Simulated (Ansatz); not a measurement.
Hf2Se4: single points at one geometry.

```yaml
crystal:
  periodic: [false, false, false]
  atoms:
    - {symbol: Hf, position_ang: [1.610281, -0.601512, -0.077373]}
    - {symbol: Hf, position_ang: [-1.605597, 0.599807, 0.077241]}
    - {symbol: Se, position_ang: [-2.671292, 0.938284, 2.157699]}
    - {symbol: Se, position_ang: [0.666653, 1.770672, 0.055197]}
    - {symbol: Se, position_ang: [-0.661991, -1.772587, -0.047378]}
    - {symbol: Se, position_ang: [2.661955, -0.934664, -2.165376]}
basis:
  gaussian: {orbitals: def2-TZVP, initial_orbitals: start.molden}
hamiltonian: {xc: hse06, dispersion: d4}
scf: {omitted_lower_state_checks: [starts]}
output: {forces: true, orbitals: {seedname: orbitals}}
```

The file start.molden holds the orbitals of an earlier run on this structure, at another level or in another basis.

```sh
$ ansatz run in.yaml --threads 4 --pin off --events-out ev --progress --plain --max-ram 4787MiB
```

Shortened log:

```
Functional definition: HSE06
2434 factors; their error is unknown
117 factors; integrals over basis functions are off by at most 5.0e-7 eV
mean field evaluation 1: about -263986.4685 eV, gradient 1.2e0 eV
mean field evaluation 2: about -263986.4701 eV, gradient 2.5e-3 eV
mean field evaluation 4: about -263988.1510 eV, gradient 3.5e-4 eV
mean field -263988.15095169 eV, -9701.3856098791 hartree, gradient 1.8e-5 eV, S^2 0.000000; 0 other end points of the search recorded, 0 dependent functions left out
reference -263988.15099379 eV, -9701.3856114263 hartree; 80, 80 occupied and 192, 192 virtual orbitals, 2434 factors
Total energy: -263988.46617395 eV, -9701.3971940835 hartree
Atom 0 at     1.610281    -0.601512    -0.077373 Å, force    -0.198248     0.092502    -0.612233 eV/Å
Atom 1 at    -1.605597     0.599807     0.077241 Å, force     0.189782    -0.089470     0.614822 eV/Å
Atom 2 at    -2.671292     0.938284     2.157699 Å, force     0.140987    -0.038085    -0.488302 eV/Å
Atom 3 at     0.666653     1.770672     0.055197 Å, force    -0.085582    -0.228140    -0.005723 eV/Å
Atom 4 at    -0.661991    -1.772587    -0.047378 Å, force     0.086139     0.227844     0.006672 eV/Å
Atom 5 at     2.661955    -0.934664    -2.165376 Å, force    -0.133078     0.035350     0.484765 eV/Å
Dipole moment:     0.007949    -0.002925    -0.000662 e Å
Checks for a lower state left out: starts
```

It took 23 s on 4 threads of Arm Neoverse V2 on a shared host, peak host memory 1.6 GiB.

Geometry: PBE-D4/def2-SVP.

In the def2 sets Hf takes a core potential; there is no spin–orbit coupling. HSE06 is defined as in plane-wave codes, on full-range PBE exchange. The structure comes from a short search, and lower isomers may exist.
